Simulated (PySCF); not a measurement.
PySCF input file for B(Cl)(Me)(SMe) (C₂H₆BClS), SMILES ClB(C)SC, PBE-D3(BJ)/def2-SVP. Geometry: PBE-D3(BJ)/def2-SVP. This is a generated structure with no PubChem entry under its InChIKey; it may be hypothetical. The values are those of a single conformer.

```python
import numpy as np
from pyscf import gto, scf, dft, df
from pyscf.hessian import thermo

mol = gto.M(
    atom='''
    B    -0.30920442   -0.39463235   -0.00000000
    Cl    0.39087199   -2.03112792   -0.00000000
    C    -1.86585172   -0.17880848   -0.00000000
    H    -2.18231627    0.41222210    0.88657412
    H    -2.42702869   -1.13224886   -0.00000000
    H    -2.18231627    0.41222210   -0.88657412
    S     0.90749435    0.93057982    0.00000000
    C    -0.11751463    2.44785318    0.00000000
    H    -0.75311813    2.50014597   -0.90423242
    H     0.57938434    3.30630378    0.00000000
    H    -0.75311813    2.50014597    0.90423242
    ''',
    basis='def2-SVP',
    charge=0,
    spin=0,
    max_memory=1600,
    verbose=3,
)
mf = dft.RKS(mol, xc='pbe').density_fit(auxbasis='def2-universal-jkfit')
mf.disp = 'd3bj'
mf.grids.level = 3
mf.conv_tol = 1e-11
mf.max_cycle = 100
mf.kernel()

# [left out here: the lines that compute and print the analytic Hessian (its translational invariance restored by hand, since the grid's response is missing), thermochemistry and intensities]
```

Log of the run:

```
converged SCF energy = -962.293828932836

WARN: DFTD3 does not support analytical Hessian, using finite difference


WARN: Mole.unit (angstrom) is changed to Bohr

Mode                                 0                   1                   2
Irrep
Freq [cm^-1]                       51.7316            112.1680            137.5520
Reduced mass [au]                   1.0369              2.6599              1.1769
Force const [Dyne/A]                0.0016              0.0197              0.0131
Char temp [K]                      74.4302            161.3848            197.9067
Normal mode                   x     y     z       x     y     z       x     y     z
       0   B                -0.00  0.00  0.03    0.00  0.00  0.04   -0.00 -0.00  0.01
       1  Cl                 0.00  0.00 -0.02   -0.00 -0.00 -0.05    0.00  0.00 -0.02
       2   C                -0.00 -0.00  0.00    0.00  0.00  0.08   -0.00 -0.00  0.00
       3   H                -0.01  0.48 -0.33    0.03  0.02  0.08   -0.01 -0.13  0.09
       4   H                 0.00 -0.00  0.48    0.00  0.00  0.12   -0.00 -0.00 -0.14
       5   H                 0.01 -0.48 -0.33   -0.03 -0.02  0.08    0.01  0.13  0.09
       6   S                -0.00 -0.00  0.02    0.00  0.00  0.08   -0.00 -0.00  0.05
       7   C                 0.00  0.00  0.01   -0.00 -0.00 -0.15    0.00  0.00 -0.06
       8   H                -0.10 -0.07  0.07    0.24  0.01 -0.31   -0.33 -0.29  0.15
       9   H                 0.00  0.00 -0.13   -0.00  0.00  0.04    0.00  0.00 -0.59
      10   H                 0.10  0.07  0.07   -0.24 -0.01 -0.31    0.33  0.29  0.15
Mode                                 3                   4                   5
Irrep
Freq [cm^-1]                      184.0969            265.5939            303.6560
Reduced mass [au]                   3.7487              4.4314              4.2409
Force const [Dyne/A]                0.0749              0.1842              0.2304
[...]
       6   S                 0.00  0.00 -0.03    0.08  0.04 -0.00   -0.05  0.08  0.00
       7   C                 0.00  0.00 -0.00   -0.01  0.02  0.00    0.11 -0.18 -0.00
       8   H                 0.00  0.02 -0.01   -0.02 -0.05  0.00    0.11 -0.11  0.01
       9   H                -0.00  0.00  0.02   -0.09  0.08  0.00    0.12 -0.19  0.00
      10   H                -0.00 -0.02 -0.01   -0.02 -0.05 -0.00    0.11 -0.11 -0.01
Mode                                 9                  10                  11
Irrep
Freq [cm^-1]                      750.4627            809.3801            919.8093
Reduced mass [au]                   1.8044              1.6129              1.1947
Force const [Dyne/A]                0.5988              0.6225              0.5955
Char temp [K]                    1079.7488           1164.5177           1323.4008
Normal mode                   x     y     z       x     y     z       x     y     z
       0   B                 0.03  0.13  0.00   -0.00 -0.00  0.14   -0.00  0.00 -0.00
       1  Cl                 0.02 -0.03 -0.00   -0.00  0.00 -0.01    0.00 -0.00  0.00
       2   C                 0.02  0.11 -0.00   -0.00 -0.00 -0.13    0.00 -0.00 -0.00
       3   H                -0.29 -0.13  0.04    0.48 -0.09  0.12    0.01 -0.00  0.00
       4   H                 0.52 -0.19  0.00   -0.00  0.00  0.28    0.00  0.00  0.00
       5   H                -0.29 -0.13 -0.04   -0.48  0.09  0.12   -0.01  0.00  0.00
       6   S                -0.03 -0.04 -0.00    0.00  0.00 -0.01   -0.00 -0.00 -0.02
       7   C                -0.02  0.03  0.00    0.00 -0.00 -0.00    0.00  0.00  0.11
       8   H                -0.01  0.02 -0.00   -0.01  0.01  0.01    0.37 -0.47 -0.17
       9   H                 0.01 -0.00 -0.00   -0.00 -0.00  0.01   -0.00  0.00 -0.25
      10   H                -0.01  0.02  0.00    0.01 -0.01  0.01   -0.37  0.47 -0.17
Mode                                12                  13                  14
Irrep
Freq [cm^-1]                      938.7008           1002.7192           1091.3032
Reduced mass [au]                   1.2744              3.5485              2.9794
Force const [Dyne/A]                0.6616              2.1021              2.0906
Char temp [K]                    1350.5815           1442.6897           1570.1423
Normal mode                   x     y     z       x     y     z       x     y     z
       0   B                 0.03 -0.03 -0.00   -0.03  0.24  0.00   -0.24 -0.02  0.00
       1  Cl                -0.00  0.01  0.00    0.01 -0.03 -0.00    0.01 -0.01 -0.00
       2   C                -0.03  0.01 -0.00    0.01 -0.09 -0.00    0.07  0.02 -0.00
       3   H                -0.06 -0.01  0.00    0.23  0.12 -0.05    0.21 -0.04  0.08
       4   H                -0.00 -0.00  0.00   -0.22  0.06 -0.00    0.36 -0.14  0.00
       5   H                -0.06 -0.01 -0.00    0.23  0.12  0.05    0.21 -0.04 -0.08
       6   S                 0.03  0.01 -0.00   -0.01 -0.02 -0.00    0.02  0.02 -0.00
       7   C                -0.10 -0.05  0.00   -0.02 -0.02  0.00   -0.01 -0.02  0.00
       8   H                 0.01  0.41 -0.06    0.00  0.06 -0.01   -0.01  0.08  0.00
       9   H                 0.43 -0.48 -0.00    0.06 -0.08 -0.00   -0.01 -0.01 -0.00
      10   H                 0.01  0.41  0.06    0.00  0.06  0.01   -0.01  0.08 -0.00
Mode                                15                  16                  17
Irrep
Freq [cm^-1]                     1272.6188           1282.6255           1373.3227
Reduced mass [au]                   1.5246              1.1608              1.0607
Force const [Dyne/A]                1.4548              1.1251              1.1787
Char temp [K]                    1831.0150           1845.4125           1975.9057
Normal mode                   x     y     z       x     y     z       x     y     z
       0   B                 0.09 -0.00  0.00    0.03  0.00 -0.00   -0.02  0.03  0.00
       1  Cl                -0.00  0.00  0.00   -0.00 -0.00 -0.00    0.00 -0.00 -0.00
       2   C                -0.15  0.03 -0.00   -0.01 -0.00 -0.00    0.04  0.04  0.00
       3   H                 0.43 -0.06  0.25   -0.02  0.02 -0.01    0.01 -0.48  0.33
       4   H                 0.28 -0.22  0.00   -0.00 -0.01  0.00   -0.37  0.27 -0.00
       5   H                 0.43 -0.06 -0.25   -0.02  0.02  0.01    0.01 -0.48 -0.33
       6   S                -0.01 -0.00  0.00   -0.00 -0.01 -0.00    0.00  0.00  0.00
       7   C                 0.00  0.00 -0.00    0.06 -0.09  0.00    0.01  0.00  0.00
       8   H                -0.01 -0.02  0.01   -0.18  0.46  0.17   -0.13 -0.01  0.10
       9   H                 0.01  0.00  0.00   -0.43  0.33 -0.00    0.06 -0.04 -0.00
      10   H                -0.01 -0.02 -0.01   -0.18  0.46 -0.17   -0.13 -0.01 -0.10
Mode                                18                  19                  20
Irrep
Freq [cm^-1]                     1381.3199           1399.2471           1404.4160
Reduced mass [au]                   1.0483              1.0487              1.0497
Force const [Dyne/A]                1.1785              1.2098              1.2198
Char temp [K]                    1987.4118           2013.2050           2020.6420
Normal mode                   x     y     z       x     y     z       x     y     z
       0   B                -0.00  0.00 -0.01    0.00  0.00 -0.00    0.00  0.00  0.01
       1  Cl                 0.00 -0.00 -0.00   -0.00 -0.00  0.00   -0.00  0.00 -0.00
       2   C                 0.00  0.00 -0.05    0.01  0.01 -0.00    0.00  0.00  0.02
       3   H                -0.31 -0.29  0.05    0.01 -0.12  0.09    0.14  0.13 -0.02
       4   H                -0.00  0.00  0.65   -0.09  0.07  0.00   -0.00  0.00 -0.29
       5   H                 0.31  0.29  0.05    0.01 -0.12 -0.09   -0.14 -0.13 -0.02
       6   S                 0.00  0.00  0.00   -0.00 -0.00 -0.00   -0.00 -0.00  0.00
       7   C                 0.00  0.00  0.02   -0.05 -0.03 -0.00   -0.00 -0.00  0.06
       8   H                 0.07  0.17 -0.02    0.49  0.12 -0.36    0.16  0.40 -0.05
       9   H                 0.00 -0.00 -0.29   -0.30  0.20  0.00   -0.00  0.00 -0.65
      10   H                -0.07 -0.17 -0.02    0.49  0.12  0.36   -0.16 -0.40 -0.05
Mode                                21                  22                  23
Irrep
Freq [cm^-1]                     2966.1905           2988.2580           3038.5492
Reduced mass [au]                   1.0401              1.0309              1.0971
Force const [Dyne/A]                5.3919              5.4238              5.9678
Char temp [K]                    4267.6877           4299.4379           4371.7958
Normal mode                   x     y     z       x     y     z       x     y     z
       0   B                -0.00  0.00 -0.00   -0.00 -0.00 -0.00    0.00  0.00  0.00
       1  Cl                 0.00  0.00  0.00    0.00  0.00 -0.00    0.00  0.00  0.00
       2   C                 0.05 -0.02  0.00    0.00 -0.00  0.00    0.00  0.00  0.09
       3   H                -0.17  0.33  0.50   -0.01  0.02  0.03    0.20 -0.37 -0.53
       4   H                -0.20 -0.37 -0.00   -0.01 -0.02  0.00   -0.00 -0.00  0.02
       5   H                -0.17  0.33 -0.50   -0.01  0.02 -0.03   -0.20  0.37 -0.53
       6   S                 0.00 -0.00  0.00    0.00  0.00 -0.00   -0.00  0.00 -0.00
       7   C                 0.00 -0.00 -0.00   -0.03  0.03  0.00    0.00  0.00  0.00
       8   H                -0.02  0.00 -0.03    0.33 -0.01  0.49   -0.02  0.00 -0.02
       9   H                 0.02  0.02  0.00   -0.33 -0.39 -0.00   -0.00 -0.00 -0.00
      10   H                -0.02  0.00  0.03    0.33 -0.01 -0.49    0.02 -0.00 -0.02
Mode                                24                  25                  26
Irrep
Freq [cm^-1]                     3086.5653           3096.0398           3104.7813
Reduced mass [au]                   1.1011              1.1083              1.1062
Force const [Dyne/A]                6.1804              6.2595              6.2826
Char temp [K]                    4440.8802           4454.5119           4467.0890
Normal mode                   x     y     z       x     y     z       x     y     z
       0   B                -0.00  0.00 -0.00   -0.00  0.00  0.00    0.00 -0.00  0.00
       1  Cl                -0.00 -0.00  0.00    0.00  0.00 -0.00   -0.00 -0.00 -0.00
       2   C                 0.02  0.08 -0.00   -0.00 -0.00  0.00    0.00  0.00  0.00
       3   H                 0.08 -0.14 -0.23    0.01 -0.02 -0.02    0.00 -0.00 -0.00
       4   H                -0.44 -0.74 -0.00    0.00  0.00  0.00   -0.00 -0.01  0.00
       5   H                 0.08 -0.14  0.23   -0.01  0.02 -0.02    0.00 -0.00  0.00
       6   S                -0.00  0.00  0.00    0.00  0.00  0.00   -0.00 -0.00  0.00
       7   C                -0.00 -0.00 -0.00   -0.00 -0.00 -0.09    0.07  0.05 -0.00
       8   H                 0.00 -0.00  0.00    0.39 -0.02  0.54   -0.19  0.02 -0.29
       9   H                 0.01  0.01 -0.00    0.00  0.00 -0.02   -0.52 -0.62 -0.00
      10   H                 0.00 -0.00 -0.00   -0.39  0.02  0.54   -0.19  0.02  0.29
temperature 298.1500 [K]
pressure 101325.00 [Pa]
Rotational constants [GHz] 5.34833 1.83508 1.39060
Symmetry number 1
Zero-point energy (ZPE) 0.07878 [Eh]   206834.253 [J/mol]
                           tot       elec      trans        rot        vib
Entropy [J/mol/K]       362.110      0.000    167.185    115.297     79.629
Cv [J/mol/K]            101.585      0.000     12.472     12.472     76.641
Cp [J/mol/K]            109.899      0.000     20.786     12.472     76.641
Internal energy [J/mol]                      3718.434   3718.434 219168.619
Internal energy [Eh]   -962.20752  -962.29383
Enthalpy [J/mol]                             6197.391   3718.434 219168.619
Enthalpy [Eh]          -962.20658
Gibbs free energy [J/mol]                  -43648.777 -30657.317 195427.343
Gibbs free energy [Eh] -962.24770
mode   freq/cm-1   IR/(km/mol)
   1       51.73         0.818
   2      112.17         0.717
   3      137.55         0.034
   4      184.10         0.426
   5      265.59         0.680
   6      303.66         1.479
   7      380.96         0.023
   8      536.46         4.694
   9      701.47         1.781
  10      750.46        34.659
  11      809.38         7.959
  12      919.81         4.153
  13      938.70        13.247
  14     1002.72       226.787
  15     1091.30        65.627
  16     1272.62        66.152
  17     1282.63         3.584
  18     1373.32         4.617
  19     1381.32         1.883
  20     1399.25         8.421
  21     1404.42        17.586
  22     2966.19         1.271
  23     2988.26        13.975
  24     3038.55         3.331
  25     3086.57         5.642
  26     3096.04         3.159
  27     3104.78         2.272
max |gradient| / (hartree/bohr): 3.917333323502631e-05
APT charges: [ 0.8832 -0.46   -0.2898  0.0276  0.0255  0.0276 -0.2757  0.0477 -0.0029
  0.0198 -0.0029]
```

The calculation finished and met its thresholds.
